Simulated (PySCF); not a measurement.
triplet silylene (H$_{2}$Si), triplet, geometry from GFN2-xTB. Base run: DF-PBE/3-21G (PySCF).

PySCF was given this input:
```python
from pyscf import gto, scf, dft

mol = gto.M(
    atom='''
Si   -0.006391   -0.001951    0.085235
H     0.045667    1.283842   -0.567511
H     0.043812   -1.256535   -0.625785
''',
    basis='3-21g',
    charge=0,
    spin=2,
    verbose=3,
)

mf = dft.UKS(mol)
mf.xc = 'pbe'
mf = mf.density_fit(auxbasis='def2-universal-jkfit')
mf.kernel()
```

Variants of this job, named by their change:

```tsv
change	basis functions	E (Eh)	HOMO (eV)	dipole (D)
base	17	-288.87966	-4.71	0.23
basis = STO-3G	11	-286.99966	-0.35	0.40
basis = pcseg-0	17	-290.07431	-4.80	0.23
basis = 6-31G*	22	-290.40081	-4.66	0.23
basis = def2-SV(P)	22	-290.32387	-4.66	0.16
basis = 6-31+G*	26	-290.40229	-4.73	0.15
basis = cc-pV(D+d)Z	33	-290.42177	-4.66	0.12
basis = 6-311++G**	44	-290.42994	-4.75	0.11
basis = def2-TZVPD	61	-290.43015	-4.72	0.09
basis = cc-pVTZ	62	-290.43271	-4.71	0.11
basis = pcseg-2	62	-290.43771	-4.74	0.05
basis = cc-pV(T+d)Z	67	-290.43401	-4.71	0.10
basis = def2-TZVPP	70	-290.43047	-4.72	0.10
```

Totals compare only among sets that treat the same electrons; sets with core potentials leave the core out.

Open shells are given as the SCF converged; they aren't shown to be the lowest states, and a large step between rows can be another state.
